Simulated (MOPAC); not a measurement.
Input for MOPAC: PM3 on ClH7Si2 (a complex), monomers drawn apart or pushed together.

```
PM3 1SCF PRECISE CHARGE=0 THREADS=1
ClH7Si2

Cl    -0.08021070 1     0.57078754 1     0.20848289 1
H     -0.29665679 1     1.26334517 1     1.27030651 1
Si     0.50716931 1    -1.49233756 1     5.19415659 1
Si    -0.14401880 1     0.66364737 1     5.85047982 1
H      1.75696548 1    -1.43205831 1     4.40274250 1
H     -0.56060421 1    -2.12807719 1     4.38944045 1
H      0.74435903 1    -2.30549200 1     6.41200250 1
H     -1.39438235 1     0.62150152 1     6.64548920 1
H     -0.40047259 1     1.52866809 1     4.66569227 1
H      0.91714279 1     1.31719477 1     6.65305169 1
```

Output:

```
*******************************************************************************
 **                                                                           **
 **                              MOPAC v23.2.5                                **
 **                                                                           **
 *******************************************************************************
 ** MOPAC's Digital Object Identifier: https://doi.org/10.5281/zenodo.6511958 **
 **                                                                           **
 ** Please cite the open-source release paper for use of this MOPAC version:  **
 ** J. E. Moussa and J. J. P. Stewart (2026)                                  **
 ** MOPAC: An open-source semiempirical molecular orbital program             **
 ** J. Open Source Softw., 11(119), 8025, https://doi.org/10.21105/joss.08025 **
 *******************************************************************************

                              PM3 CALCULATION RESULTS

 *******************************************************************************
 *  PM3        - The PM3 Hamiltonian to be used
 *
 *
 *
 *                 CHARGE ON SYSTEM = 0
 *
 *
 *
 *  PRECISE    - TIGHTER CRITERIA TO BE USED
 *  1SCF       - DO 1 SCF AND THEN STOP
 *  THREADS=1  - MULTI-THREADING NOT USED
 *  T=         - A TIME OF 172800.0 SECONDS REQUESTED
 *  DUMP=N     - RESTART FILE WRITTEN EVERY 7200.0 SECONDS REQUESTED
 *******************************************************************************
PM3 1SCF PRECISE CHARGE=0 THREADS=1
 ClH7Si2

   ATOM   CHEMICAL          X               Y               Z
  NUMBER   SYMBOL      (ANGSTROMS)     (ANGSTROMS)     (ANGSTROMS)

     1      Cl         -0.08021070  *   0.57078754  *   0.20848289  *
     2       H         -0.29665679  *   1.26334517  *   1.27030651  *
     3      Si          0.50716931  *  -1.49233756  *   5.19415659  *
     4      Si         -0.14401880  *   0.66364737  *   5.85047982  *
     5       H          1.75696548  *  -1.43205831  *   4.40274250  *
     6       H         -0.56060421  *  -2.12807719  *   4.38944045  *
     7       H          0.74435903  *  -2.30549200  *   6.41200250  *
     8       H         -1.39438235  *   0.62150152  *   6.64548920  *
     9       H         -0.40047259  *   1.52866809  *   4.66569227  *
    10       H          0.91714279  *   1.31719477  *   6.65305169  *



          CARTESIAN COORDINATES

    NO.       ATOM           X           Y           Z

     1        Cl         -0.0802      0.5708      0.2085
     2         H         -0.2967      1.2633      1.2703
     3        Si          0.5072     -1.4923      5.1942
     4        Si         -0.1440      0.6636      5.8505
     5         H          1.7570     -1.4321      4.4027
     6         H         -0.5606     -2.1281      4.3894
     7         H          0.7444     -2.3055      6.4120
     8         H         -1.3944      0.6215      6.6455
     9         H         -0.4005      1.5287      4.6657
    10         H          0.9171      1.3172      6.6531

  H: (PM3): J. J. P. STEWART, J. COMP. CHEM. 10, 209 (1989).
 Si: (PM3): J. J. P. STEWART, J. COMP. CHEM. 10, 209 (1989).
 Cl: (PM3): J. J. P. STEWART, J. COMP. CHEM. 10, 209 (1989).

           Empirical Formula: H7 Cl Si2  =    10 atoms



      MOLECULAR POINT GROUP   :   Cs


      RHF CALCULATION, NO. OF DOUBLY OCCUPIED LEVELS = 11


 -------------------------------------------------------------------------------
 PM3 1SCF PRECISE CHARGE=0 THREADS=1
 ClH7Si2



     1SCF WAS SPECIFIED, SO BFGS WAS NOT USED
     SCF FIELD WAS ACHIEVED


                              PM3 CALCULATION
                                                       MOPAC v23.2.5 Linux




          FINAL HEAT OF FORMATION =         -2.40912 KCAL/MOL =     -10.07975 KJ/MOL


          COSMO AREA              =        168.60 SQUARE ANGSTROMS
          COSMO VOLUME            =        158.09 CUBIC ANGSTROMS

          IONIZATION POTENTIAL    =         10.106828 EV
          HOMO LUMO ENERGIES (EV) =        -10.107 -1.392
          NO. OF FILLED LEVELS    =         11
          MOLECULAR WEIGHT        =         98.6793         POINT GROUP:  Cs

          MOLECULAR DIMENSIONS (Angstroms)

            Atom       Atom       Distance
            H     7   Cl     1     6.88742
            H    10    H     6     4.30974
            H     5    H     8     4.00119


          SCF CALCULATIONS        =          1





   ATOM   CHEMICAL          X               Y               Z
  NUMBER   SYMBOL      (ANGSTROMS)     (ANGSTROMS)     (ANGSTROMS)

     1      Cl         -0.08021070  *   0.57078754  *   0.20848289  *
     2       H         -0.29665679  *   1.26334517  *   1.27030651  *
     3      Si          0.50716931  *  -1.49233756  *   5.19415659  *
     4      Si         -0.14401880  *   0.66364737  *   5.85047982  *
     5       H          1.75696548  *  -1.43205831  *   4.40274250  *
     6       H         -0.56060421  *  -2.12807719  *   4.38944045  *
     7       H          0.74435903  *  -2.30549200  *   6.41200250  *
     8       H         -1.39438235  *   0.62150152  *   6.64548920  *
     9       H         -0.40047259  *   1.52866809  *   4.66569227  *
    10       H          0.91714279  *   1.31719477  *   6.65305169  *

                             CARTESIAN COORDINATES

   1   Cl       -0.080210700     0.570787540     0.208482890
   2    H       -0.296656790     1.263345170     1.270306510
   3   Si        0.507169310    -1.492337560     5.194156590
   4   Si       -0.144018800     0.663647370     5.850479820
   5    H        1.756965480    -1.432058310     4.402742500
   6    H       -0.560604210    -2.128077190     4.389440450
   7    H        0.744359030    -2.305492000     6.412002500
   8    H       -1.394382350     0.621501520     6.645489200
   9    H       -0.400472590     1.528668090     4.665692270
  10    H        0.917142790     1.317194770     6.653051690


           Empirical Formula: H7 Cl Si2  =    10 atoms



      MOLECULAR POINT GROUP   :   Cs


                  EIGENVALUES
 -55.41252 -16.87248 -15.73472 -14.80547 -12.92527 -12.87897 -11.08101 -11.04111
 -10.99247 -10.98972 -10.10683  -1.39188   0.79909   1.43865   1.55160   1.64562
   1.70458   2.28590   2.34196


              NET ATOMIC CHARGES AND DIPOLE CONTRIBUTIONS

  ATOM NO.   TYPE          CHARGE      No. of ELECS.   s-Pop       p-Pop
    1         Cl          -0.103576        7.1036     1.96814     5.13544
    2          H           0.103254        0.8967     0.89675
    3         Si           0.344785        3.6552     0.95646     2.69875
    4         Si           0.334600        3.6654     0.96238     2.70302
    5          H          -0.110023        1.1100     1.11002
    6          H          -0.110041        1.1100     1.11004
    7          H          -0.110863        1.1109     1.11086
    8          H          -0.112439        1.1124     1.11244
    9          H          -0.123252        1.1233     1.12325
   10          H          -0.112445        1.1124     1.11245
 DIPOLE           X         Y         Z       TOTAL
 POINT-CHG.    -0.033     0.095     0.525     0.535
 HYBRID        -0.162     0.522     0.668     0.863
 SUM           -0.195     0.617     1.193     1.357


          ATOMIC ORBITAL ELECTRON POPULATIONS

     Atom    s        px        py        pz
    1 Cl   1.96814   1.97556   1.74979   1.41009
    2  H   0.89675
    3 Si   0.95646   0.88737   0.92321   0.88818
    4 Si   0.96238   0.88837   0.92816   0.88649
    5  H   1.11002
    6  H   1.11004
    7  H   1.11086
    8  H   1.11244
    9  H   1.12325
   10  H   1.11245

 **********************
 *                    *
 * JOB ENDED NORMALLY *
 *                    *
 **********************




 == MOPAC DONE ==
```

The run finished.

Cost: about 0.03 core-seconds (a rough figure).
